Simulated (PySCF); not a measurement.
## XPS shifts beside NMR shieldings

C₃H₈OSi.
Numbering: `[CH2:1]=[CH:2][CH2:3][O:4][SiH3:5]`

Binding energies: delta-SCF UKS SCAN, pcX-2 on the ionised atom, pcseg-1 elsewhere, spin-free X2C (PySCF 2.14.0). Shieldings: GIAO KT2/pcSseg-2, non-relativistic, same geometry.

```tsv
atom	C 1s (eV)
C1	290.43
C2	290.67
C3	292.47
```

**Question.** What are the absolute isotropic shieldings of these atoms?

**Answer.** 
```tsv
atom	environment	C 1s (eV)	isotropic shielding (ppm)
C1	terminal =CH2 carbon	290.43	67.5
C2	alkene CH carbon	290.67	39.4
C3	sp3 carbon bound to oxygen	292.47	107.5
```

**Question.** Among the listed atoms, is the one with the highest binding energy also the least shielded?

**Answer.** No. The highest binding energy is at C3 (292.47 eV, shielding 107.5 ppm), the lowest shielding at C2 (39.4 ppm, 290.67 eV).

By binding energy: C1 < C2 < C3. By shielding: C2 < C1 < C3.

Isolated species at its PBE0-D3(BJ)/def2-SVP geometry (one conformer only).

Conformer computed: `[CH2:1]=[CH:2][CH2:3][O:4][SiH3:5]`: C1–C2–C3–O4 -131°, C2–C3–O4–Si5 177°.
